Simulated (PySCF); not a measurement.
Compound: C7H6F2N (doublet state).
Z-matrix (Å and degrees, GFN2-xTB geometry), rows numbered from 1:
```
N 
C   1  1.3007
C   2  1.4337  1  116.77
C   3  1.3684  2  121.58  1   178.49
C   4  1.3944  3  120.33  2     0.29
C   5  1.3941  4  120.18  3     0.47
C   6  1.3733  5  120.83  4    -0.19
C   7  1.5039  2  118.69  1     2.09
F   8  1.3629  7  111.46  2   -68.18
F   8  1.3528  7  112.12  2   173.31
H   1  1.0159  2  115.56  3  -177.55
H   3  1.0781  2  116.36  1    -0.75
H   4  1.0798  3  120.14  2  -179.50
H   5  1.0787  4  120.32  3  -179.63
H   6  1.0803  5  119.58  4   179.54
H   8  1.1047  7  112.71  2    52.27
```

The hyperfine couplings belong to this conformer and change with its torsions.

As a line formula: `C(F)(c1c([NH])cccc1)F` [radical].

Method used: UKS B3LYP, pcH-1 on C F H N, non-relativistic, mean-field spin-orbit, GIAO in PySCF. The structure is a single GFN2-xTB conformer in the gas phase; no vibrational or solvent corrections. The geometry wasn't refined by DFT: couplings that depend on bond lengths, twists or pyramidal angles can differ widely from those at the functional's own minimum. No stability test was run, so a lower SCF solution isn't excluded. ⟨S²⟩ is 0.787 where a pure state has 0.75.

Task: Where do the isotropic ENDOR lines of N1, F9/F10, H11, H14, H12, H16, H13 and H15 fall at 1213.8 mT, to first order?

Result: ν± = |νn ± a/2|, one line for each electron-spin manifold; νn = |g_N| × 7.62259 MHz/T × B.

```json
{"nuclei": "N1", "isotope": "14N", "g_N": "0.4038", "νn (MHz)": "3.74", "a_iso (MHz)": "18.84", "lower line (MHz)": "5.69", "upper line (MHz)": "13.16"}
{"nuclei": "F9/F10", "isotope": "19F", "g_N": "5.2577", "νn (MHz)": "48.65", "a_iso (MHz)": "20.65", "lower line (MHz)": "38.32", "upper line (MHz)": "58.97"}
{"nuclei": "H11", "isotope": "1H", "g_N": "5.5857", "νn (MHz)": "51.68", "a_iso (MHz)": "-36.56", "lower line (MHz)": "33.40", "upper line (MHz)": "69.96"}
{"nuclei": "H14", "isotope": "1H", "g_N": "5.5857", "νn (MHz)": "51.68", "a_iso (MHz)": "-22.93", "lower line (MHz)": "40.22", "upper line (MHz)": "63.15"}
{"nuclei": "H12", "isotope": "1H", "g_N": "5.5857", "νn (MHz)": "51.68", "a_iso (MHz)": "-19.83", "lower line (MHz)": "41.77", "upper line (MHz)": "61.59"}
{"nuclei": "H16", "isotope": "1H", "g_N": "5.5857", "νn (MHz)": "51.68", "a_iso (MHz)": "10.63", "lower line (MHz)": "46.36", "upper line (MHz)": "57.00"}
{"nuclei": "H13", "isotope": "1H", "g_N": "5.5857", "νn (MHz)": "51.68", "a_iso (MHz)": "8.01", "lower line (MHz)": "47.68", "upper line (MHz)": "55.68"}
{"nuclei": "H15", "isotope": "1H", "g_N": "5.5857", "νn (MHz)": "51.68", "a_iso (MHz)": "7.15", "lower line (MHz)": "48.10", "upper line (MHz)": "55.26"}
```

Task: Which pairs are centred on the nuclear Larmor frequency, and which on half the coupling?

Result: Centred on νn, since |a| < 2νn: F9/F10, H11, H14, H12, H16, H13 and H15. Centred on |a|/2 and split by 2νn: N1.

Task: At what field would the lower line of N1 fall to zero frequency?

Result: Where νn = |a|/2, that is B = 9.42 MHz/(0.4038 × 7.62259 MHz/T) = 3060 mT, as far as first order holds there.

Nuclei that the bonding pattern makes equivalent are averaged, as if the motion that swaps them (rotation, inversion, ring flip) were fast. The 19F value of +20.7 MHz is a mean of couplings from -1.2 to 42.5 MHz in this one geometry, not an average over conformers.

The Mulliken spin populations are largest on N1 (+0.56), C5 (+0.36), C3 (+0.31) and C7 (+0.29). Four atoms exceed +0.15.
